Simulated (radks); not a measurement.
Q: Radial electron density D(r) = 4 pi r^2 rho(r) of an atom or ion with 1 electrons. Method: scalar-relativistic Kohn-Sham, LDA (Slater exchange, VWN5 correlation), spin-polarised, spherical densities, finite nucleus; Fermi nuclear charge, rms radius of each element as measured or else 0.836 A^(1/3) + 0.57 fm; computed with a radial shooting solver on a logarithmic mesh with Libxc functionals.

```
   r/bohr * D(r) (the largest magnitude, 14.1, reaches the edge; | marks zero)
 0.001936 |*
 0.002081 |*
 0.002254 |*
 0.002422 | *
 0.002624 | *
  0.00282 | *
 0.003055 | *
 0.003283 |  *
 0.003528 |  *
 0.003821 |   *
 0.004107 |   *
 0.004449 |    *
 0.004781 |    *
 0.005179 |     *
 0.005566 |      *
 0.005981 |       *
 0.006479 |        *
 0.006963 |         *
 0.007543 |          *
 0.008106 |            *
 0.008781 |             *
 0.009437 |               *
  0.01014 |                 *
  0.01099 |                   *
  0.01181 |                     *
  0.01279 |                       *
  0.01374 |                         *
  0.01489 |                            *
    0.016 |                               *
   0.0172 |                                 *
  0.01863 |                                    *
  0.02002 |                                       *
  0.02169 |                                          *
   0.0233 |                                            *
  0.02525 |                                               *
  0.02713 |                                                 *
  0.02916 |                                                   *
  0.03158 |                                                    *
  0.03394 |                                                     *
  0.03677 |                                                      *
  0.03951 |                                                      *
   0.0428 |                                                     *
    0.046 |                                                    *
  0.04943 |                                                  *
  0.05355 |                                               *
  0.05755 |                                            *
  0.06234 |                                        *
    0.067 |                                    *
  0.07258 |                                *
  0.07799 |                           *
  0.08382 |                       *
   0.0908 |                   *
  0.09758 |               *
   0.1057 |           *
   0.1136 |        *
   0.1231 |      *
   0.1322 |    *
   0.1421 |  *
    0.154 | *
   0.1654 |*
   0.1792 |*
   0.1926 *
   0.2086 *
   0.2242 *
```

What is the nuclear charge?

A: Z = 26. The innermost maximum, from 1s, lies near gamma/Z bohr with gamma = sqrt(1 - (Z/c)^2) = 0.982, here 0.0378 bohr (found: 0.0377), and its height grows with Z. The density is that of the iron ion Fe25+ in 1s1; the configuration itself is not fixed sharply by these data, and Z only to about a unit. D(r) has 1 maximum, at r = 0.0377 bohr.
